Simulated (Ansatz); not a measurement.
Reaction (ligand exchange at a K–N bond): `C[N](C)[K]` + CH₃SH → `C[S][K]` + dimethylamine

Gas-phase electronic energies from Ansatz, PBE0-D4/def2-TZVP geometries. CCSD(T)/CBS is the MP2 limit (def2-TZVPP, def2-QZVPP) plus CCSD(T) − MP2 in def2-TZVPP, frozen cores. This one scheme is used for every species. Functionals use def2-TZVPP. For K outer-core shells are correlated without core-valence functions, which leaves a few kJ/mol of doubt a bond. Scalar relativity is left out up to krypton.

CCSD(T)/CBS gives -1.30 eV.

Problem. Another level gave -1.26 eV. Which?
A. BLYP/def2-TZVPP
B. r2SCAN-D4/def2-TZVPP
C. LDA (SPW92)/def2-TZVPP
D. PBE0-D4/def2-TZVPP

Solution. B. r2SCAN-D4 -1.26, PBE0-D4 -1.31, LDA (SPW92) -1.17, BLYP -1.22 eV.

Largest T1 diagnostic among the species: 0.012.

In def2-TZVPP, CCSD(T) changes the Hartree–Fock value by +0.31 eV (the triples alone add +0.05 eV) and MP2 by +0.31 eV. From r2SCAN to r2SCAN0 (25 % exact exchange), in def2-TZVPP and without D4, ΔE moves by −0.08 eV.
